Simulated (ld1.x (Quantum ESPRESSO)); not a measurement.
Before and after: RRKJ potential for osmium (Os)

ld1.x (Quantum ESPRESSO) 7.5 input, shortened:

```
&input
   title='Os', zed=76., rel=2, dft='PBESOL', iswitch=3,
   config='[Xe] 4f14 5d6 6s1.5 6p0.5', rel_dist='average'
 /
 &inputp
   pseudotype=2, tm=.false., lloc=0,
   nlcc=.true.
 /
3
6P  2  1   0.50   0.00  3.85  3.85  0.0
5D  3  2   6.00   0.00  1.50  1.50  0.0
6S  1  0   1.50   0.00  1.90  1.90  0.0
 &test
   configts(1)='5d6 6s1.5 6p0.5'
 /
```

Open shells are filled in proportion to 2j + 1 (rel_dist='average').

Change: wave 6p (bound): rc 3.85 bohr becomes 6p (bound): rc 4.28 bohr.

Cutoffs: the cutoffs (Ry, on a coarse ladder) from which the occupation-weighted sum of valence levels, in a spherical-Bessel basis at the reference potential, stays within 10 and 1 mRy of its value at 400 Ry; they do not see the model core or the augmentation charge, which bear on the density cutoff. Errors are all-electron minus pseudo energies relative to the spin-unpolarised reference configuration.

Problem. What does the change do?

Solution. The potential gets neither clearly harder nor softer (70 Ry and 90 Ry → 70 Ry and 90 Ry); of the 7 tests that both files solve, the error grows in 1 and shrinks in 2 by more than 15 % and 0.3 meV (median size 20.1 → 23.1 meV); neither file shows a bound ghost.

| quantity | base | changed |
| --- | --- | --- |
| cutoff, loose | 70 Ry | 70 Ry |
| cutoff, tight | 90 Ry | 90 Ry |
| bound ghosts | none | none |
| error for 5d6 6s2 6p0, meV [ΔE -2.49 eV] | -0.6 | 0.0 |
| error for 5d6 6s1 6p0, meV [ΔE 7.14 eV] | -2.8 | -3.4 |
| error for 5d6 6s0 6p0, meV [ΔE 24.08 eV] | -20 | -23 |
| error for 5d4 6s0 6p0, meV [ΔE 94.44 eV] | -569 | -589 |
| error for 5d6 6s0 6p1, meV [ΔE 13.28 eV] | -7.4 | -0.3 |
| error for 5d7 6s1 6p0, meV [ΔE -2.18 eV] | -51 | -48 |
| error for 5d5 6s0 6p0, meV [ΔE 52.95 eV] | -126 | -137 |
